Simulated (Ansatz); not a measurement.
Calculated with Ansatz (gas phase, PBE0-D4/def2-TZVP geometries, no zero-point term in ΔE). CCSD(T)/CBS adds triple-zeta CCSD(T) − MP2 to the extrapolated MP2 energy (def2 sets, frozen cores). This one scheme is used for every species. DFT in def2-TZVPP. HSE06 is defined as in plane-wave codes. For Br outer-core shells are correlated without core-valence functions, which leaves a few kJ/mol of doubt a bond. Scalar relativity is left out up to krypton.

Consider the redistribution: `F[Si]Br` + `CB1CC1` → `C[Si]F` + `BrB1CC1`.

```tsv
level	ΔE (kJ/mol)
B2PLYP	77.5
r2SCAN	80.3
HSE06	79.8
SCS-MP2/def2-TZVPP	69.7
```

(1) What does CCSD(T)/CBS give? (Best estimate.)

(2) What do rigid-rotor, harmonic-oscillator terms from PBE0-D4/def2-TZVP frequencies (298.15 K, 1 bar) make of the CCSD(T)/CBS value? (An estimate is asked.)

Largest T1 diagnostic among the species: 0.014.

## Answers

(1) Computed: +72.1 kJ/mol. The listed levels differ from it by 5.4, 8.2, 7.7, -2.4 kJ/mol.

(2) The calculation gave: ΔZPE = -3.1 kJ/mol, ΔH = +69.2 kJ/mol, ΔS = -5 J/(mol·K), ΔG = +70.8 kJ/mol.

In def2-TZVPP, CCSD(T) changes the Hartree–Fock value by −10.7 kJ/mol (the triples alone add −0.5 kJ/mol) and MP2 by −8.7 kJ/mol. Leaving LDA and LC-ωPBE aside and taking each functional with its dispersion term where it has one, the values, not all of them listed here, spread over 6.5 kJ/mol, from PBE-QIDH to BLYP-D4.
